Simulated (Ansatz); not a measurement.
# Four-centre ligand exchange

Start structure (SnH₅SeF, closed shell), relaxed at PBE0-D4/def2-TZVP:

Sn1  (-0.976, -1.050, 0.031)
F2  (0.600, -0.914, 1.149)
H3  (-0.392, -1.385, -1.528)
H4  (-1.824, -2.352, 0.731)
H5  (-1.773, 0.440, 0.198)
H6  (1.759, 0.802, 0.281)
Se7  (1.644, 1.734, -0.850)
H8  (0.961, 2.725, -0.011)
(Å)

The step: SnH₃F ([F][SnH3]) + H₂Se → SnH₄Se ([SeH][SnH3]) + HF; bonds formed: Sn1–Se7, F2–H6; bonds broken: Sn1–F2, H6–Se7. Ansatz 0.2.0; basis: def2-TZVPP and def2-QZVPP; cores frozen in the correlated methods. Filled d shells of the heavier atoms are correlated. Core potentials replace the inner electrons of the atoms past krypton. The def2 sets are not built for correlating such inner shells, so the correlated values are less sure here. Extrapolation: Hartree–Fock as exp(−7.88 √X), correlation as X^−2.97. Energies below are by CCSD(T) at an estimated basis limit (MP2 extrapolated from triple and quadruple zeta, plus CCSD(T) − MP2 in triple zeta).

Question: What are the electronic barrier and the energy of the step, from the start structure to the end structure? (To be estimated.)

Answer: By the calculation: Barrier 0.762 eV; step energy -0.383 eV (downhill); reverse barrier, their difference, 1.146 eV. Barrier and step energy count from the start structure, the reverse barrier from the end structure.

The saddle point: One imaginary mode of 586i cm⁻¹.
| pair | start (Å) | saddle (Å) | end (Å) |
| --- | --- | --- | --- |
| Sn1–Se7 | 3.92 | 2.96 | 2.56 |
| F2–H6 | 2.25 | 1.18 | 0.94 |
| Sn1–F2 | 1.94 | 2.15 | 3.60 |
| H6–Se7 | 1.47 | 1.72 | 2.32 |

Zero-point energy (harmonic, PBE0-D4): ZPE is 1.014 eV at the start and 0.982 eV at the saddle, so the barrier goes from 0.762 to 0.730 eV.

T1 diagnostic: at most 0.013.

Exchanges of this kind with a chalcogen hydride build sulfide and selenide films.

Labels in which every atom is bracketed show which atoms are joined, not bond orders.

For scale, one of the runs: CCSD(T)/def2-TZVPP, 199 basis functions, launched by `ansatz run in.yaml --threads 4 --pin off --events-out ev --progress --plain --max-ram 9574MiB`. The run took 2.2 min on 4 CPU threads of an Arm Neoverse V1 (shared host), with 2.8 GiB of host memory at its peak.
